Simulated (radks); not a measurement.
Coherent X-ray form factor from a spherical all-electron density. All-electron calculation, scalar-relativistic Kohn-Sham, SCAN, spin-unpolarised, spherical densities, finite nucleus; meta-GGA in the generalised Kohn-Sham scheme; Fermi nuclear charge, rms radius of each element as measured or else 0.836 A^(1/3) + 0.57 fm. Program: a radial shooting solver on a logarithmic mesh with Libxc functionals.

sin(theta)/lambda (1/angstrom),f0 (electrons)
0.05,63.667
0.1,60.682
0.15,57.312
0.2,53.878
0.25,50.436
0.3,47.105
0.4,41.155
0.5,36.262
0.6,32.200
0.8,25.826
1,21.334
1.25,17.744
1.5,15.425
2,11.846

The species is in the configuration that NIST lists as its ground one. Which atom or ion scatters so?

Answer. Neutral terbium, [Xe] 4f9 6s2. Extrapolating in s^2 from the first two rows gives f0(0) = 64.7, near the electron count 65; among species with that count, the fall with angle is slower the higher Z, and the table is that of Z = 65; from so few rows the species is fixed only to a neighbour or two.
